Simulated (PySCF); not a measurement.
W(O)2(F)(OMe) (CH₃FO₃W), SMILES C[O][W](=[O])(=[O])[F], multiplicity 1.

Coordinates come from a B3LYP-D3(BJ)/def2-SVP optimisation. The multiplicity is an assumed one; no other spin state was optimised. The structure was generated by enumeration; whether it is a known compound was not checked. The def2 effective core potentials stand for the cores of W; spin–orbit coupling is left out. One conformer was computed; it need not be the lowest.

Two levels are set side by side: PBE/def2-TZVP (PySCF) and M06-2X/def2-TZVP (PySCF). Same geometry, gas phase. Differences are taken from unrounded values.

| quantity | M06-2X | PBE | PBE minus M06-2X |
|---|---|---|---|
| orbital gap (eV) | 9.63 | 4.74 | -4.90 |
| highest occupied level (eV) | -10.74 | -7.45 | 3.30 |
| lowest empty level (eV) | -1.11 | -2.71 | -1.60 |
| dipole moment (D) | 4.12 | 3.97 | -0.14 |
| mean polarisability (bohr³) | 56.2 | 60.1 | 3.8 |

PBE's occupied levels lie high since its potential decays too fast outside the molecule; exact exchange lowers them and widens the gap. PBE's more diffuse valence density responds more strongly to a field. Differences between two approximate levels are no errors against the true value.

Rough cost on one machine, each run with all the roots and properties that it gave: M06-2X against PBE about 3 times.
